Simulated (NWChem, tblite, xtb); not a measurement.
**CH7FSSi2 (SMILES C[SiH2]S[SiH2]F): the dipole moment, rung by rung**

CH7FSSi2 has 12 atoms, charge 0, and is taken as a singlet. SMILES: `C[SiH2]S[SiH2]F`. The shape is that of a PBE0-D4/def2-TZVP optimisation. This is one conformer, not always the lowest.

```xyz
12

C    -1.8725    0.3113   -0.0365
Si   -0.6314   -1.0480   -0.3051
S     1.0797   -0.3479   -1.4142
Si    2.1402    0.5493    0.1731
F     1.3198    1.7760    0.7969
H    -2.7428   -0.0704    0.5043
H    -1.4283    1.1219    0.5450
H    -2.2095    0.7190   -0.9917
H    -1.1942   -2.1480   -1.1279
H    -0.1513   -1.5930    0.9928
H     2.3641   -0.4009    1.2853
H     3.4033    1.0754   -0.3880
```

Each level gives the dipole moment (D). The values are calculated.

```tsv
level	kind	program	value (D)	CPU time
GFN1-xTB	semi-empirical	tblite	0.99	under 2 s
GFN2-xTB	semi-empirical	tblite	2.27	under 2 s
IPEA1-xTB	semi-empirical	tblite	1.46	under 2 s
GFN0-xTB	semi-empirical	xtb	1.85	under 2 s
HF/STO-3G	Hartree–Fock	NWChem	1.02	4.4 s
HF/3-21G	Hartree–Fock	NWChem	2.10	5.9 s
HF/6-31+G* (spherical functions)	Hartree–Fock	NWChem	1.30	51 s
B3LYP/6-31G* (spherical functions)	global hybrid	NWChem	1.28	35 s
B3LYP/6-31G* (Cartesian functions)	global hybrid	NWChem	1.28	35 s
wB97X/STO-3G	range-separated hybrid	NWChem	0.96	30 s
```

The values span 0.96 to 2.27 D. Magnitudes only: a small dipole may point the other way at some levels. Sets without polarisation functions give poor dipoles. CPU times are rough (shared hosts, several kinds of processor): they show what a rung costs within a factor of a few.
